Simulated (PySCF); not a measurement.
Be (beryllium, neutral) across methods

[He] 2s1 3d1, high-spin 3D determinant (an excited configuration). All numbers are calculated (PySCF 2.14, no relativity, point nucleus, in aug-cc-pVTZ (5s4p3d2f, 46 functions)).

```csv
method,E (hartree),mean ε 1s β (eV),mean ε 2s α (eV),mean ε 3d α (eV),Σ⟨r²⟩ (bohr²),⟨S²⟩
UHF,-14.28885,-133.94,-12.761,-0.330,37.05,2.000
r2SCAN,-14.3600,-114.42,-9.406,0.614,36.85,2.000
PBE,-14.3420,-111.94,-9.207,0.481,36.70,2.000
M06-2X,-14.3598,-123.02,-10.991,0.119,36.79,2.000
LDA,-14.1542,-110.55,-9.123,0.658,36.65,2.000
MN15,-14.3472,-116.99,-10.056,1.029,35.41,2.000
B3LYP,-14.3756,-116.90,-9.938,0.328,36.80,2.000
BHandHLYP,-14.3593,-123.61,-10.974,0.166,36.89,2.000
```

Q: Estimate the same row for PBE0.

A: E (hartree) = -14.3438; mean ε 1s β (eV) = -117.63; mean ε 2s α (eV) = -10.188; mean ε 3d α (eV) = 0.213; Σ⟨r²⟩ (bohr²) = 36.74; ⟨S²⟩ = 2.000.

The outer electron is Rydberg-like, and this basis confines it to a smaller radius and binds it less than a complete one would.

The highest occupied level is positive at r2SCAN, PBE, M06-2X, LDA, MN15, B3LYP, PBE0, BHandHLYP: only the finite basis holds that electron, which in a density functional comes from self-interaction.
